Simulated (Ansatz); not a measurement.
Reaction (substitution at a C–C bond): `COC(C)(C)C` + `CC(C)B(O)O` → `COB(O)C(C)C` + `COC(C)C`

Calculated with Ansatz (gas phase, PBE0-D4/def2-TZVP geometries, no zero-point term in ΔE). CBS: MP2 limit from def2 TZ/QZ plus the TZ coupled-cluster correction, frozen cores. Functionals use def2-TZVPP. B3LYP here is the variant with VWN-RPA as its local correlation; programs differ in this. Each species was taken in one conformer, which may not be the lowest.

`COC(C)(C)C`:

Cartesian coordinates in Å:
```
C -1.376 0.664 1.453
O -0.477 1.087 0.467
C 0.231 0.077 -0.252
C 1.115 -0.742 0.682
C 1.090 0.863 -1.226
C -0.730 -0.828 -1.014
H -1.805 1.566 1.890
H -0.888 0.096 2.255
H -2.195 0.058 1.047
H 1.756 -0.081 1.270
H 0.527 -1.356 1.368
H 1.751 -1.415 0.104
H 1.760 1.531 -0.682
H 1.690 0.191 -1.844
H 0.459 1.469 -1.879
H -0.172 -1.504 -1.666
H -1.403 -0.230 -1.632
H -1.331 -1.445 -0.342
```

`CC(C)B(O)O`:

Cartesian coordinates in Å:
```
C 1.225 -0.328 0.999
C 0.098 0.416 0.280
C -1.249 0.147 0.943
B 0.118 0.105 -1.271
O -0.949 -0.398 -1.967
O 1.263 0.345 -1.970
H 1.273 -0.047 2.055
H 2.195 -0.114 0.546
H 1.071 -1.411 0.957
H 0.312 1.491 0.368
H -1.233 0.412 2.003
H -1.514 -0.916 0.889
H -2.059 0.722 0.482
H -1.719 -0.545 -1.414
H 1.169 0.121 -2.901
```

`COB(O)C(C)C`:

```xyz
18

C    -0.584    0.029    2.403
O    -1.420    0.271    1.299
B    -1.044    0.110   -0.005
O    -1.988    0.422   -0.940
C     0.384   -0.365   -0.486
C     0.379   -0.890   -1.917
C     1.387    0.785   -0.337
H    -1.196   -0.361    3.218
H     0.201   -0.697    2.177
H    -0.116    0.959    2.737
H    -2.801    0.730   -0.529
H     0.719   -1.178    0.172
H    -0.300   -1.737   -2.036
H     1.379   -1.214   -2.220
H     0.052   -0.115   -2.615
H     2.390    0.469   -0.639
H     1.452    1.154    0.690
H     1.106    1.630   -0.973
```

`COC(C)C`:

Z-matrix (Å, degrees):
```
C
O 1 1.399
H 1 1.091 2 107.3
H 1 1.097 2 112.7 3 119.1
H 1 1.100 2 111.4 3 -118.8
C 2 1.415 1 114.4 3 172.4
C 6 1.512 2 106.5 1 -165.6
C 6 1.519 2 112.1 1 71.7
H 6 1.103 2 108.3 1 -48.3
H 7 1.092 6 110.7 2 177.9
H 7 1.093 6 110.1 2 -62.2
H 7 1.091 6 110.5 2 57.4
H 8 1.092 6 110.3 2 178.6
H 8 1.092 6 112.0 2 -61.7
H 8 1.093 6 110.0 2 59.0
```

CCSD(T)/CBS gives +16.2 kcal/mol.

Task: Another level gave +14.4 kcal/mol. Which?
A. MP2/def2-TZVPP
B. B3LYP/def2-TZVPP
C. CCSD(T)/def2-TZVPP
D. PBE0/def2-TZVPP

Result: D. PBE0 14.4, CCSD(T)/def2-TZVPP 15.8, MP2/def2-TZVPP 17.3, B3LYP 12.1 kcal/mol.

Largest T1 diagnostic among the species: 0.011.

The D4 term adds +1.0 kcal/mol with B3LYP and +0.5 kcal/mol with PBE0; it sums over pairs of atoms, weighted by their polarisabilities, and B3LYP, whose exchange is more repulsive, gets the larger term. From PBE to PBE0 (25 % exact exchange), in def2-TZVPP and without D4, ΔE moves by +0.8 kcal/mol.
